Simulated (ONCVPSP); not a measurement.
# Transferability test, ONCV potential for Be (Z = 4)

Be (Z = 4), optimised norm-conserving Vanderbilt (ONCV), made with ONCVPSP 4.0.1 (LDA (Perdew-Zunger), fully relativistic). Core none, reference 1s2 2s1 (charge +1). Waves: 1s+2s: rc 0.80 bohr, ncon 4, nbas 7, qcut 12.2 1/bohr, 3 projectors, debl 0.8 Ha; p scattering state at 0.04 Ha: rc 0.80 bohr, ncon 4, nbas 8, qcut 9.6 1/bohr, local. Local part: the p channel. Core correction: none.

Open shells are filled in proportion to 2j + 1.

Energies are relative to the spin-unpolarised reference configuration 1s2 2s1; without spin polarisation the order of configurations can differ from experiment. The p channel is local and has no spin–orbit splitting in the pseudo-atom.

```csv
valence configuration,charge,ΔE all-electron (eV),error AE − PS (meV)
1s2 2s0,+2,17.779,+1.9
1s2 2s1.5,+0.5,-5.768,+0.1
1s2 2s0 2p2,0,-2.448,+2.2
```

(1) What are ΔE and the potential's error for 1s2 2s2?

Levels in the configuration 1s2 2s0:

```
   level  all-electron (eV)  pseudo (eV)
1s j=1/2           -130.794     -130.708
```

Answers

(1) ΔE = -9.520 eV all-electron; the error (AE − PS) is +0.4 meV.

These tests converged, but a pseudo level misses the all-electron one widely, so the file describes the atom poorly there or has found another state: 1s2 2s0 2p2: empty 2s by 13.8 eV.
